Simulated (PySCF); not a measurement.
**Basis and Hamiltonian dependence of the excitation energy of P**

P [Ne] 3s2 3p3 (4S) → P [Ne] 3s1 3p4 (4P). All values are computed (PySCF 2.14, energy differences of UHF-based or UKS calculations, no spin-orbit coupling). Values in eV.

| basis | Hamiltonian | functions | UHF | PBE | PBE0 | MP2 (valence) | CCSD(T) (valence) | CCSD(T) (valence and next inner shell) |
| --- | --- | --- | --- | --- | --- | --- | --- | --- |
| aug-cc-pVDZ-DK | spin-free X2C | 27 | 8.046 | 8.055 | 8.146 | 8.082 | 7.546 | n/a |
| aug-cc-pwCVDZ | non-relativistic | 36 | 7.962 | 7.956 | 8.052 | 7.999 | 7.429 | n/a |
| dyall-av2z | non-relativistic | 50 | 7.965 | 7.963 | 8.056 | 8.016 | 7.497 | n/a |
| aug-cc-pVTZ-DK | spin-free X2C | 50 | 7.977 | 7.991 | 8.085 | 8.101 | 7.497 | n/a |
| dyall-av3z | spin-free X2C | 84 | 7.972 | 7.989 | 8.082 | 8.106 | 7.501 | n/a |
| x2c-QZVPPall with one added diffuse shell each of s, p, d, f type | spin-free X2C | 86 | 7.970 | 7.987 | 8.080 | 8.111 | 7.453 | 7.560 |
| aug-cc-pV(Q+d)Z | non-relativistic | 89 | 7.893 | 7.910 | 8.002 | 8.025 | 7.382 | n/a |
| aug-cc-pCVTZ-DK with one added diffuse shell each of s, p, d, f type | spin-free X2C | 91 | 7.974 | 7.991 | 8.084 | 8.103 | 7.452 | 7.548 |
| dyall-acv3z | non-relativistic | 113 | 7.892 | 7.902 | 7.997 | 8.032 | 7.395 | n/a |
| dyall-acv3z | spin-free X2C | 113 | 7.970 | 7.987 | 8.080 | 8.109 | 7.457 | n/a |
| aug-cc-pV(Q+d)Z with one added diffuse shell each of s, p, d, f, g type | non-relativistic | 114 | 7.893 | 7.909 | 8.002 | 8.025 | n/a | n/a |
| aug-cc-pCVQZ-DK | spin-free X2C | 134 | 7.969 | 7.985 | 8.079 | 8.102 | n/a | n/a |
| aug-cc-pwCVQZ | non-relativistic | 134 | 7.891 | 7.901 | 7.996 | 8.029 | n/a | n/a |

Q: Estimate the row for aug-cc-pV(D+d)Z (non-relativistic, 32 functions).

A: From the rows with the same Hamiltonian and similar size; the calculation gives UHF 7.97; PBE 7.97; PBE0 8.06; MP2 (valence) 8.00; CCSD(T) (valence) 7.43 (eV).

Frozen in the all-electron rows: valence: [Ne]; valence and next inner shell: 1s2.

Reference for a calculation without spin-orbit coupling: 7.395 eV (measured, between term centres; NIST).
